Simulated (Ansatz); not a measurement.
cis-Zr(PH3)2Br4 (ZrP2H6Br4). Charge 0, multiplicity 1. Geometry PBE-D4/def2-SVP.

| atom | x (Å) | y (Å) | z (Å) |
| --- | --- | --- | --- |
| Br1 | -1.484 | 0.826 | 3.110 |
| Br2 | 2.458 | 1.370 | 2.154 |
| Br3 | -0.407 | 2.525 | -0.229 |
| Br4 | 0.637 | -2.008 | 1.469 |
| P5 | 1.727 | 0.006 | -1.065 |
| P6 | -1.954 | -0.521 | -0.165 |
| Zr7 | 0.239 | 0.538 | 1.290 |
| H8 | 2.375 | 1.089 | -1.738 |
| H9 | 1.053 | -0.547 | -2.202 |
| H10 | 2.817 | -0.918 | -1.023 |
| H11 | -1.738 | -0.993 | -1.501 |
| H12 | -3.086 | 0.309 | -0.437 |
| H13 | -2.634 | -1.675 | 0.336 |

In the def2 sets Zr takes a core potential; there is no spin–orbit coupling. HSE06 is defined as in plane-wave codes, on full-range PBE exchange. No other spin state of charge 0 was run.

**Question.** Estimate the orbital energies around the gap (eV) in Ansatz with PBE-D4/def2-TZVP, r2SCAN-D4/def2-TZVP, PBE0-D4/def2-SVP, PBE0-D4/def2-TZVP, HSE06-D4/def2-TZVP.

**Answer.** 
```json
{"orbital": "HOMO−13", "PBE-D4/def2-TZVP": "-9.54", "r2SCAN-D4/def2-TZVP": "-9.92", "PBE0-D4/def2-SVP": "-11.02", "PBE0-D4/def2-TZVP": "-11.01", "HSE06-D4/def2-TZVP": "-10.59"}
{"orbital": "HOMO−12", "PBE-D4/def2-TZVP": "-8.88", "r2SCAN-D4/def2-TZVP": "-9.26", "PBE0-D4/def2-SVP": "-10.28", "PBE0-D4/def2-TZVP": "-10.26", "HSE06-D4/def2-TZVP": "-9.85"}
{"orbital": "HOMO−11", "PBE-D4/def2-TZVP": "-8.52", "r2SCAN-D4/def2-TZVP": "-8.92", "PBE0-D4/def2-SVP": "-9.84", "PBE0-D4/def2-TZVP": "-9.88", "HSE06-D4/def2-TZVP": "-9.47"}
{"orbital": "HOMO−10", "PBE-D4/def2-TZVP": "-8.17", "r2SCAN-D4/def2-TZVP": "-8.54", "PBE0-D4/def2-SVP": "-9.47", "PBE0-D4/def2-TZVP": "-9.49", "HSE06-D4/def2-TZVP": "-9.09"}
{"orbital": "HOMO−9", "PBE-D4/def2-TZVP": "-8.14", "r2SCAN-D4/def2-TZVP": "-8.50", "PBE0-D4/def2-SVP": "-9.43", "PBE0-D4/def2-TZVP": "-9.45", "HSE06-D4/def2-TZVP": "-9.05"}
{"orbital": "HOMO−8", "PBE-D4/def2-TZVP": "-8.01", "r2SCAN-D4/def2-TZVP": "-8.35", "PBE0-D4/def2-SVP": "-9.22", "PBE0-D4/def2-TZVP": "-9.27", "HSE06-D4/def2-TZVP": "-8.87"}
{"orbital": "HOMO−7", "PBE-D4/def2-TZVP": "-7.98", "r2SCAN-D4/def2-TZVP": "-8.30", "PBE0-D4/def2-SVP": "-9.19", "PBE0-D4/def2-TZVP": "-9.27", "HSE06-D4/def2-TZVP": "-8.86"}
{"orbital": "HOMO−6", "PBE-D4/def2-TZVP": "-7.83", "r2SCAN-D4/def2-TZVP": "-8.15", "PBE0-D4/def2-SVP": "-9.01", "PBE0-D4/def2-TZVP": "-9.08", "HSE06-D4/def2-TZVP": "-8.68"}
{"orbital": "HOMO−5", "PBE-D4/def2-TZVP": "-7.74", "r2SCAN-D4/def2-TZVP": "-8.10", "PBE0-D4/def2-SVP": "-8.96", "PBE0-D4/def2-TZVP": "-9.04", "HSE06-D4/def2-TZVP": "-8.64"}
{"orbital": "HOMO−4", "PBE-D4/def2-TZVP": "-7.07", "r2SCAN-D4/def2-TZVP": "-7.40", "PBE0-D4/def2-SVP": "-8.17", "PBE0-D4/def2-TZVP": "-8.26", "HSE06-D4/def2-TZVP": "-7.87"}
{"orbital": "HOMO−3", "PBE-D4/def2-TZVP": "-6.89", "r2SCAN-D4/def2-TZVP": "-7.23", "PBE0-D4/def2-SVP": "-8.00", "PBE0-D4/def2-TZVP": "-8.10", "HSE06-D4/def2-TZVP": "-7.71"}
{"orbital": "HOMO−2", "PBE-D4/def2-TZVP": "-6.83", "r2SCAN-D4/def2-TZVP": "-7.16", "PBE0-D4/def2-SVP": "-7.93", "PBE0-D4/def2-TZVP": "-8.03", "HSE06-D4/def2-TZVP": "-7.64"}
{"orbital": "HOMO−1", "PBE-D4/def2-TZVP": "-6.78", "r2SCAN-D4/def2-TZVP": "-7.09", "PBE0-D4/def2-SVP": "-7.87", "PBE0-D4/def2-TZVP": "-7.94", "HSE06-D4/def2-TZVP": "-7.55"}
{"orbital": "HOMO", "PBE-D4/def2-TZVP": "-6.71", "r2SCAN-D4/def2-TZVP": "-7.02", "PBE0-D4/def2-SVP": "-7.79", "PBE0-D4/def2-TZVP": "-7.85", "HSE06-D4/def2-TZVP": "-7.47"}
{"orbital": "LUMO", "PBE-D4/def2-TZVP": "-3.46", "r2SCAN-D4/def2-TZVP": "-3.39", "PBE0-D4/def2-SVP": "-2.69", "PBE0-D4/def2-TZVP": "-2.77", "HSE06-D4/def2-TZVP": "-3.14"}
{"orbital": "LUMO+1", "PBE-D4/def2-TZVP": "-3.18", "r2SCAN-D4/def2-TZVP": "-3.09", "PBE0-D4/def2-SVP": "-2.35", "PBE0-D4/def2-TZVP": "-2.47", "HSE06-D4/def2-TZVP": "-2.83"}
{"orbital": "LUMO+2", "PBE-D4/def2-TZVP": "-2.92", "r2SCAN-D4/def2-TZVP": "-2.85", "PBE0-D4/def2-SVP": "-2.13", "PBE0-D4/def2-TZVP": "-2.21", "HSE06-D4/def2-TZVP": "-2.58"}
{"orbital": "LUMO+3", "PBE-D4/def2-TZVP": "-1.57", "r2SCAN-D4/def2-TZVP": "-1.45", "PBE0-D4/def2-SVP": "-0.61", "PBE0-D4/def2-TZVP": "-0.85", "HSE06-D4/def2-TZVP": "-1.21"}
{"orbital": "LUMO+4", "PBE-D4/def2-TZVP": "-1.25", "r2SCAN-D4/def2-TZVP": "-1.14", "PBE0-D4/def2-SVP": "-0.31", "PBE0-D4/def2-TZVP": "-0.53", "HSE06-D4/def2-TZVP": "-0.89"}
{"orbital": "LUMO+5", "PBE-D4/def2-TZVP": "-1.14", "r2SCAN-D4/def2-TZVP": "-0.84", "PBE0-D4/def2-SVP": "-0.23", "PBE0-D4/def2-TZVP": "-0.34", "HSE06-D4/def2-TZVP": "-0.71"}
```
